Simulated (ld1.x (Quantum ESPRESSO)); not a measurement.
Which change was made? (Li, RRKJ)

ld1.x (Quantum ESPRESSO) 7.5 input, shortened:

```
&input
   title='Li', zed=3., rel=0, dft='PBE', iswitch=3,
   config='[He] 2s0 2p1 3d-2'
 /
 &inputp
   pseudotype=2, tm=.false., rho0=0.005, lloc=0,
   nlcc=.false.
 /
3
2P  2  1   1.00   0.00  4.20  4.20  0.0
3D  3  2  -2.00   0.15  3.45  3.45  0.0
2S  1  0   0.00   0.00  2.85  2.85  0.0
 &test
   configts(1)='2s0 2p1'
 /
```

Cutoffs, loose and tight: the cutoffs (Ry, on a coarse ladder) from which the occupation-weighted sum of valence levels, in a spherical-Bessel basis at the reference potential, stays within 10 and 1 mRy of its value at 400 Ry. They do not see the model core or the augmentation charge, which bear on the density cutoff. Test errors are all-electron minus pseudo excitation energies from the reference, over the configurations 2s1 2p0; 2s0.5 2p0; variants that change the core or the reference have their own tests.

The base gives: outcome: generated; cutoff, loose: 6 Ry; cutoff, tight: 6 Ry; bound ghosts: none; largest test error (meV): -3.1.

(1) After one change the result is: outcome: generated; cutoff, loose: 6 Ry; cutoff, tight: 6 Ry; bound ghosts: none; largest test error (meV): +21. Which change was it?
A. local potential all-electron potential smoothed inside 4.10 bohr (lloc = -2)
B. core none, valence charge 3; reference 1s2 2s1 2p0; waves now 1s (bound): rc 0.35 bohr; 2p (bound): rc 4.20 bohr; 3d channel at 0.15 Ry: rc 4.25 bohr; local potential the d channel
C. all radii scaled by about 1.35 (s 3.86, p 5.68, d 4.66 bohr)

## Answers

(1) C. The others give: core none, valence charge 3; reference 1s2 2s1 2p0; waves now 1s (bound): rc 0.35 bohr; 2p (bound): rc 4.20 bohr; 3d channel at 0.15 Ry: rc 4.25 bohr; local potential the d channel → outcome: generated, misses its reference levels by 0.25 eV; bound ghosts: not determined; largest test error (meV): -595 over the solved tests; 1 of 4 tests not solved or not reliable | local potential all-electron potential smoothed inside 4.10 bohr (lloc = -2) → outcome: failed: compute_phi: phi has nodes before r_c.
